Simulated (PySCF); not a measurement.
CH7FOSi2, SMILES O[SiH2][SiH2]CF.

Geometry: r2SCAN-D4/def2-SVP. The structure was generated by enumeration, and PubChem lists no compound with its InChIKey, so it may never have been made. The values are those of a single conformer.

Two levels are set side by side: PBE/def2-TZVP (PySCF) and CAM-B3LYP/def2-TZVP (PySCF). Same geometry, gas phase. Differences are taken from unrounded values.

```tsv
quantity	CAM-B3LYP	PBE	PBE minus CAM-B3LYP
orbital gap (eV)	9.71	5.26	-4.45
highest occupied level (eV)	-9.38	-6.75	2.63
lowest empty level (eV)	0.33	-1.50	-1.82
dipole moment (D)	3.09	2.77	-0.32
mean polarisability (bohr³)	70.9	75.2	4.3
```

Without exact exchange PBE keeps part of each electron's self-repulsion, which lifts occupied levels and narrows the gap. Loosely held outer electrons make PBE densities more polarisable. Differences between two approximate levels are no errors against the true value.

Rough cost on one machine, each run with all the roots and properties that it gave: CAM-B3LYP against PBE within a factor of 2.
